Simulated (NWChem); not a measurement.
Species: cyclohexanone (C$_{6}$H$_{10}$O); SMILES C1CCCC(=O)C1

```xyz
17

O     -0.2990     2.3062     0.0000
C      0.0703     1.1567     0.0000
C      0.3311     0.3854     1.2789
C     -0.2892    -1.0140     1.2572
C      0.1007    -1.7837     0.0000
C     -0.2892    -1.0140    -1.2572
C      0.3311     0.3854    -1.2789
H      1.4292     0.2938     1.3764
H     -0.0242     0.9920     2.1241
H      0.0069    -1.5674     2.1626
H     -1.3889    -0.9212     1.2985
H     -0.3744    -2.7779     0.0000
H      1.1919    -1.9616     0.0000
H      0.0069    -1.5674    -2.1626
H     -1.3889    -0.9212    -1.2985
H     -0.0242     0.9920    -2.1241
H      1.4292     0.2938    -1.3764
```
Atoms are numbered in this order, from 1.

Program: NWChem. Pople sets run with spherical d functions. All runs use the structure optimised with PBE0/def2-SVP. Total energies compare along this basis series because the functional is fixed.

```
level             basis functions  energy (Ha)  highest occupied level (eV)  orbital gap (eV)  dipole (D)
----------------  ---------------  -----------  ---------------------------  ----------------  ----------
B3LYP/STO-3G                   45    -306.0211                        -3.66              6.31        1.83
B3LYP/3-21G                    83    -308.1963                          ___              6.11         ___
B3LYP/6-31G*                  118    -309.8851                        -6.36              6.09        3.02
B3LYP/6-31+G*                 146    -309.8979                        -6.73              5.94        3.45
B3LYP/def2-SVP                148    -309.6662                        -6.55              6.06        3.01
B3LYP/def2-SVPD               223    -309.6878                        -6.81              5.98        3.43
B3LYP/def2-TZVP               277    -310.0119                        -6.72              6.01        3.29
B3LYP/6-311++G**              224    -309.9807                        -6.77              5.86        3.43
```

Task: What belongs in the gaps?

Result: 
- B3LYP/3-21G, highest occupied level (eV): -6.18
- B3LYP/3-21G, dipole (D): 2.80
